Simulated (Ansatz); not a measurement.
H2SSn (SMILES [SH][SnH]) moved off its minimum; all values from Ansatz (a first-principles code), cores frozen in correlated methods. Elements past Kr take the def2 small-core potentials, without spin–orbit coupling.
(charge 0, multiplicity 1)
```xyz
4

Sn     0.14932    -0.50153     0.41226
H      0.42321    -1.58301    -0.91089
S     -0.30497     1.42260    -1.19560
H     -0.62045     2.30500    -0.26898
```

Forces at MP2/def2-TZVPPD (eV/Å):

| atom | Fx | Fy | Fz |
|---|---|---|---|
| Sn1 | -0.311 | 1.140 | -0.176 |
| H2 | 0.091 | -0.222 | -0.429 |
| S3 | 0.282 | -1.186 | 0.162 |
| H4 | -0.062 | 0.268 | 0.443 |

Task: Give the forces (eV/Å), the total energy and the dipole at CCSD(T)/def2-TZVPPD.

Result: 
```csv
atom,Fx,Fy,Fz
Sn1,-0.309,1.133,-0.032
H2,0.113,-0.314,-0.519
S3,0.293,-1.189,0.035
H4,-0.097,0.369,0.515
```
Energy -612.3925 hartree, dipole 2.17 D.
